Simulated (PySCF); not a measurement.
Which determinant of AuBr lies lowest?

Unrestricted PBE0; Au cc-pVDZ-PP with ECP60, Br cc-pVDZ-PP with ECP10; scalar-relativistic core potentials (PySCF 2.14). Outer shells of the fragments: Au 5d10 6s1; Br 3d10 4s2 4p5.

Followed along the bond (rough minima from three points):

```tsv
2Ms+1	unpaired	⟨S²⟩ at the start	R at minimum (Å)	Te (eV)
1	none	0.00	2.37	0.00
3	σ ↑, π ↑	2.01	none in the scan	≤ 2.08
```

Solutions found at the starting distance of 2.340 Å, counted from the lowest of them; the search is not exhaustive and high or unbound solutions are not listed, so other states can lie among these:

```
2Ms+1    unpaired   term  E (eV)  ⟨S²⟩  ⟨Lz²⟩  μ (D)
    1        none    ¹Σ⁺    0.00  0.00   0.00  -3.35
    3    σ ↑, π ↑     ³Π    2.16  2.01   1.00   1.02
    1    σ ↑, π ↓  mixed    2.35  1.01   1.01   1.22
    3        σ ↑↑    ³Σ⁺    2.44  2.00   0.00  -1.03
    3    σ ↑, δ ↑     ³Δ    3.60  2.00   4.00  -1.87
    1    σ ↑, δ ↓  mixed    3.70  1.01   4.00  -1.68
    3        π ↑↑    ³Σ⁻    5.74  2.01   0.00   3.62
    3        π ↑↑  mixed    6.14  2.01   2.02   1.40
    3        π ↑↑  mixed    6.31  2.01   2.01   1.57
    3    π ↑, δ ↑  mixed    6.48  2.00   5.01   2.59
    5  σ ↑↑, π ↑↑  mixed    8.44  6.00   2.10   3.85
    5  σ ↑↑, π ↑↑  mixed    8.52  6.01   2.43   3.75
    5  σ ↑, π ↑↑↑     ⁵Π    8.84  6.01   1.07   4.37
```

A term symbol is given only where ⟨S²⟩ and ⟨Lz²⟩ are close to those of a pure state; real π, δ and φ orbitals otherwise mix terms. A positive dipole means Au(−)Br(+).

Spin–orbit coupling is left out. Counting both spins, an empty level lies below a filled one in some of these solutions, because spin and occupation are held.
